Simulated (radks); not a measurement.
All-electron atom: C4- in [Ne].

Calculated with a radial shooting solver on a logarithmic mesh with Libxc functionals: scalar-relativistic Kohn-Sham, PBEsol, spin-polarised, spherical densities, finite nucleus; Fermi nuclear charge, rms radius 2.4702 fm; Watson sphere of charge +4 and radius 1.73 bohr.

Energy parts (hartree; the electron-nucleus part includes the sphere):
part                      energy
total                  -55.51320
kinetic                 40.59830
electron-nucleus      -124.36171
Hartree                 35.00053
exchange-correlation    -6.75032

Orbitals (lengths in bohr, moments of r in powers of bohr; r(max) is where P^2 peaks; r(90%) holds 90 % of the orbital's charge):
\begin{tabular}{lrrrrr}
orbital & occ. & eigenvalue (hartree) & <r^4> & r(max) & r(90%) \\ \hline
1s & 2 & -9.68799 & 0.02716 & 0.1745 & 0.490 \\
2s & 2 & -0.63883 & 17.61 & 1.356 & 2.54 \\
2p & 6 & -0.31352 & 34.32 & 1.497 & 2.97 \\
\end{tabular}

The highest occupied level is 2p at -8.531 eV. The electron density at the nucleus is 127.8 e/bohr^3 (large components only).
